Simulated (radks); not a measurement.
The iron ion Fe12+, configuration [He] 2s2 2p5 3s2 3p3 (not the ground configuration).

Method: scalar-relativistic Kohn-Sham, LDA (Slater exchange, Perdew-Wang correlation), spin-polarised, spherical densities, finite nucleus; open shells are filled with parallel spins first; Fermi nuclear charge, rms radius 3.7377 fm; computed with a radial shooting solver on a logarithmic mesh with Libxc functionals.

Energy parts (eV):
part                      energy
total                 -32175.532
kinetic                32583.765
electron-nucleus      -71682.671
Hartree                 8045.557
exchange-correlation   -1122.183

Orbitals (lengths in bohr, moments of r in powers of bohr; <r^-3> diverges for s and p1/2; r(max) is where P^2 peaks; r(90%) holds 90 % of the orbital's charge):
[
 {"orbital": "1s up", "occ.": "1", "eigenvalue (eV)": "-7411.343", "r(90%)": "0.105", "<r>": "0.05853", "<r^-3>": "-", "r(max)": "0.03834"},
 {"orbital": "1s down", "occ.": "1", "eigenvalue (eV)": "-7404.145", "r(90%)": "0.104", "<r>": "0.05850", "<r^-3>": "-", "r(max)": "0.03832"},
 {"orbital": "2s up", "occ.": "1", "eigenvalue (eV)": "-1203.993", "r(90%)": "0.405", "<r>": "0.2621", "<r^-3>": "-", "r(max)": "0.2202"},
 {"orbital": "2s down", "occ.": "1", "eigenvalue (eV)": "-1194.955", "r(90%)": "0.405", "<r>": "0.2623", "<r^-3>": "-", "r(max)": "0.2205"},
 {"orbital": "2p up", "occ.": "3", "eigenvalue (eV)": "-1092.682", "r(90%)": "0.374", "<r>": "0.2294", "<r^-3>": "504.7", "r(max)": "0.1767"},
 {"orbital": "2p down", "occ.": "2", "eigenvalue (eV)": "-1081.900", "r(90%)": "0.375", "<r>": "0.2298", "<r^-3>": "502.4", "r(max)": "0.1772"},
 {"orbital": "3s up", "occ.": "1", "eigenvalue (eV)": "-390.5906", "r(90%)": "1.00", "<r>": "0.6874", "<r^-3>": "-", "r(max)": "0.6357"},
 {"orbital": "3s down", "occ.": "1", "eigenvalue (eV)": "-380.9758", "r(90%)": "1.01", "<r>": "0.6923", "<r^-3>": "-", "r(max)": "0.6379"},
 {"orbital": "3p up", "occ.": "3", "eigenvalue (eV)": "-355.8380", "r(90%)": "1.01", "<r>": "0.6806", "<r^-3>": "99.28", "r(max)": "0.6227"},
 {"orbital": "3p down", "occ.": "0", "eigenvalue (eV)": "-346.1228", "r(90%)": "1.02", "<r>": "0.6865", "<r^-3>": "97.83", "r(max)": "0.6255"}
]

The highest occupied level is 3p up at -355.84 eV. The spin density at the nucleus is -2.091 e/bohr^3 (1s -7.566, 2s 3.081, 3s 2.393).
